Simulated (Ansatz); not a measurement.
CH7ClO2Si2, singlet, at a GFN2-xTB geometry, with bond 10-4 at 1.4 times its length; CASSCF(2,3)/STO-3G (Ansatz, a quantum-chemistry and plane-wave program).

The Ansatz input:
Ansatz 0.2 input:
```yaml
crystal:
  periodic: [false, false, false]
  atoms:
    - {symbol: Si, position_ang: [1.21726377, -0.24953734, -0.63991059]}
    - {symbol: Cl, position_ang: [1.57151952, -1.90664297, 0.49116994]}
    - {symbol: Si, position_ang: [-0.77321940, 0.71566838, -0.01734826]}
    - {symbol: C, position_ang: [-2.30916511, -0.39880863, -0.22465286]}
    - {symbol: O, position_ang: [-0.77154882, 1.33854712, 1.49923645]}
    - {symbol: O, position_ang: [-0.81965775, 2.01196224, -0.99521852]}
    - {symbol: H, position_ang: [2.42144539, 0.57095560, -0.46307175]}
    - {symbol: H, position_ang: [1.25221258, -0.72523279, -2.02658960]}
    - {symbol: H, position_ang: [-2.20270625, -1.33317436, 0.31967444]}
    - {symbol: H, position_ang: [-3.57205195, 0.28398068, 0.28433377]}
    - {symbol: H, position_ang: [-2.47261924, -0.65134075, -1.26778734]}
    - {symbol: H, position_ang: [-0.74252494, 0.77589323, 2.26674068]}
    - {symbol: H, position_ang: [-1.39239017, 2.74987396, -0.80036647]}
basis:
  gaussian:
    orbitals: STO-3G
hamiltonian:
  xc: hf
magnetization: {spin_polarized: false}
correlation: {active_space: {window: {electrons: 2, orbitals: 3}}}
```

Question: What does Ansatz print? Leave out banner, timings and long lists.

Answer: 
```
Functional definition: HF
600 factors; integrals over basis functions are off by at most 4.0e-5 eV
mean field evaluation 1: about -33057.5047 eV, gradient 3.1e1 eV
mean field evaluation 2: about -33057.6222 eV, gradient 3.1e1 eV
mean field evaluation 4: about -33061.2029 eV, gradient 1.7e0 eV
mean field evaluation 8: about -33061.2174 eV, gradient 3.0e-5 eV
mean field -33061.21739304 eV, -1214.9773294961 hartree, gradient 1.8e-6 eV, S^2 0.000000; 0 other end points of the search recorded, 0 dependent functions left out
reference -33061.21739304 eV, -1214.9773294961 hartree; 37, 37 occupied and 12, 12 virtual orbitals, 600 factors
state -33062.29277342 eV, -1215.0168489963 hartree
1 active orbitals were swapped for others, from the solution at -33062.29274374 eV, -1215.0168479054 hartree to that at -33062.29277342 eV, -1215.0168489963 hartree; typed "places" are swapped only where nearly empty or full, and so, without "given_window_search", are "orbital_numbers", "shells" and a window whose orbitals a file names under [Active]
Total energy: -33062.29277342 eV, -1215.0168489963 hartree
```
